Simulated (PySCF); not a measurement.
tert-butylarsine (C4H11As), SMILES CC(C)(C)[AsH2].

Geometry optimised at PBE-D3(BJ)/def2-SVP.

Level of theory: PBE/def2-TZVP (PySCF).

Symmetry labels are those of the subgroup Cs that the program uses (full group Cs).

Computed valence orbital energies around the gap with their symmetry:
| orbital | symmetry | energy (eV) |
|---|---|---|
| HOMO−7 | A" | -9.52 |
| HOMO−6 | A' | -9.41 |
| HOMO−5 | A" | -8.81 |
| HOMO−4 | A" | -8.35 |
| HOMO−3 | A' | -8.14 |
| HOMO−2 | A" | -8.09 |
| HOMO−1 | A' | -7.21 |
| HOMO | A' | -5.95 |
| LUMO | A' | -0.62 |
| LUMO+1 | A" | -0.05 |
| LUMO+2 | A' | 0.33 |
| LUMO+3 | A' | 1.32 |
